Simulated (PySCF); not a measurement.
## Broadened absorption spectrum of C4H14Si2

Species: C4H14Si2.
Bonds: C1–Si2, Si2–Si3, Si3–C4, C4–C5, C4–C6. Hydrogens: H7, H8, H9 on C1; H10, H11 on Si2; H12, H13 on Si3; H14 on C4; H15, H16, H17 on C5; H18, H19, H20 on C6.

Theory: PySCF 2.14.0, density-fitted response routines, TDDFT PBE0/def2-SVPD, vertical, gas phase, core orbitals frozen in the response. Geometry: GFN2-xTB, one conformer, isolated molecule. Torsions of this conformer, `[CH3:1][SiH2:2][SiH2:3][CH:4]([CH3:5])[CH3:6]`: C1–Si2–Si3–C4 59°, Si2–Si3–C4–C5 180°.

Computed states:

```
state  E (eV)      f
   S1    6.75  0.036
   S2    6.95  0.015
   S3    7.26  0.022
   S4    7.47  0.026
   S5    7.61  0.011
   S6    7.78  0.337
```

Each state is given a Gaussian of 0.4 eV full width at half maximum, with ε(max) = 2.175×10⁸ f / Δν̃ (Δν̃ the width in cm⁻¹). The width is an assumption, not a result. The curve ends short of the highest state used, and states not computed would add to its high-energy end.

(1) What does the envelope look like, and where are its maxima?

(2) Does any computed singlet lie in the visible range?

(3) Coming from long wavelengths, where does ε first pass 100 L mol⁻¹ cm⁻¹?

(4) On this curve, what absorbance would a 10⁻⁴ mol/L sample give at 193 nm over a 1 cm path?

## Answers

(1) 
E (eV), ε (L mol⁻¹ cm⁻¹) and a bar:
```
     6.15          4 
     6.19         10 
     6.22         18 
     6.26         37 
     6.30         71 #
     6.33        111 #
     6.37        196 ##
     6.40        288 ###
     6.44        460 ####
     6.47        630 ######
     6.51        916 #########
     6.54       1172 ###########
     6.58       1555 ###############
     6.61       1859 ##################
     6.65       2257 ######################
     6.69       2610 #########################
     6.72       2822 ############################
     6.76       3011 #############################
     6.79       3076 ##############################
     6.83       3059 ##############################
     6.86       2979 #############################
     6.90       2809 ###########################
     6.93       2655 ##########################
     6.97       2446 ########################
     7.01       2269 ######################
     7.04       2174 #####################
     7.08       2113 #####################
     7.11       2122 #####################
     7.15       2204 #####################
     7.18       2315 #######################
```

Maxima: 182 nm (6.80 eV), ε about 3100, made up of S1 (76%) and S2 (23%) (ε in L mol⁻¹ cm⁻¹; maxima over ε = 5, shares over 10%). At its high-energy end, 7.18 eV, the curve is still rising (ε about 2300, from S2, S3 and S4).

(2) No computed singlet lies in the visible range (380 to 750 nm); the lowest, at 184 nm, stands 3.49 eV above its violet end (3.26 eV).

(3) At about 196 nm (6.32 eV), 0.43 eV below S1.

(4) 193 nm is 6.424 eV, where ε is about 380 L mol⁻¹ cm⁻¹, so A = ε c l ≈ 0.038 (Beer–Lambert, with the gas-phase spectrum and the assumed width).
